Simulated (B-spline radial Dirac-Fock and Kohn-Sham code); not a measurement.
# How the settings move the core levels of Pr⁷⁺

ΔSCF core binding energies without Breit or QED terms, calculated with a radial B-spline solver. Keys: rel is the Hamiltonian (dirac, or spin-free x2c and nr, where L3 and M5 stand for the whole 2p and 3d shells), method is hf or an exchange,correlation pair (spin-unpolarised, also for the hole states), nuc the nuclear model, radius_factor scales its radius, rmax is the box in bohr, h the logarithmic mesh step, order the B-spline order, points the quadrature points per cell, c_factor scales the speed of light, and damp, ndamp, maxit and tol steer the iteration. The run stops when the commutator error falls below 10·tol·max(1, Z/10), or the numerical noise floor, and the energy has settled to about 1e-8 Ha; the virial ratio is −V/T.

Base input:

```json
{"items": [{"Z": 59, "q": 7, "cfg": [[1, 0, 2], [2, 0, 2], [2, 1, 6], [3, 0, 2], [3, 1, 6], [3, 2, 10], [4, 0, 2], [4, 1, 6], [4, 2, 10], [4, 3, 1], [5, 0, 2], [5, 1, 3]], "A": 141, "rrms": 4.8919, "do": "settings", "holes": ["K", "L3", "M5"],
  "settings": [{"rel": "dirac", "method": "hf", "nuc": "fermi", "radius_factor": 1.0, "rmax": 45.0, "h": 0.3, "order": 8, "points": 10, "c_factor": 1.0, "maxit": 60, "damp": 0.5, "ndamp": 3, "tol": 1e-08}]}]}
```

The ground state converged in 10 iterations, with total energy -9226.73527 Ha, virial ratio 1.92972 and highest orbital energy -107.67 eV. ΔSCF binding energies: K (1s) 42265.4 eV, L3 (2p3/2) 6089.5 eV, M5 (3d5/2) 1045.5 eV.

Changes from the base run:

```
                         changed setting  Δ total energy (Ha)  Δ K (eV)  Δ L3 (eV)  Δ M5 (eV)  iterations
                           nuc = "gauss"             -0.00215     +0.02       0.00       0.00          10
    rel = "nr"; nuc = "gauss"; order = 7                    ?         ?          ?          ?           ?
method = "lda,"; nuc = "gauss"; h = 0.18             +8.62096    -15.89     -32.78      -8.67           9
                         method = "lda,"             +8.62315    -15.92     -32.78      -8.67           9
                                h = 0.18             -0.00004      0.00       0.00       0.00          10
                              rel = "nr"           +317.23384  -2099.02      -2.02     +21.58          10
                            tol = 0.0001              0.00000      0.00       0.00       0.00           9
```

Q: What does the change rel = "nr"; nuc = "gauss"; order = 7 do?

A: The total energy moves by +317.23392 Ha and the binding energies by K -2099.02 eV, L3 -2.02 eV, M5 +21.58 eV; the run takes 10 iterations.
